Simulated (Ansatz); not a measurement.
The same group exchange along the group O, S, Se.

Computed with Ansatz on PBE0-D4/def2-TZVP structures; ΔE is electronic, products minus reactants. CBS: MP2 limit from def2 TZ/QZ plus the TZ coupled-cluster correction, frozen cores. DFT in def2-TZVPP. For Ge, Se outer-core shells are correlated without core-valence functions, which leaves a few kJ/mol of doubt a bond. Scalar relativity is left out up to krypton. One conformer a species, not always the lowest.

```
                                                                  reaction  CCSD(T)/CBS(def2) (kcal/mol)
      `COB[SiH3]` + `[CH2]1[NH][GeH2]1` → `[SiH3][CH]1[NH][GeH2]1` + `BOC`                          -6.5
      `CSB[SiH3]` + `[CH2]1[NH][GeH2]1` → `[SiH3][CH]1[NH][GeH2]1` + `BSC`                          -3.6
`C[Se]B[SiH3]` + `[CH2]1[NH][GeH2]1` → `[SiH3][CH]1[NH][GeH2]1` + `B[Se]C`                             ?
```

Task: Fill in the missing values. (Estimate.)

Result: Computed: `C[Se]B[SiH3]` + `[CH2]1[NH][GeH2]1` → `[SiH3][CH]1[NH][GeH2]1` + `B[Se]C`: -3.1 kcal/mol.

Largest T1 diagnostic: 0.015, for `CSB[SiH3]`.
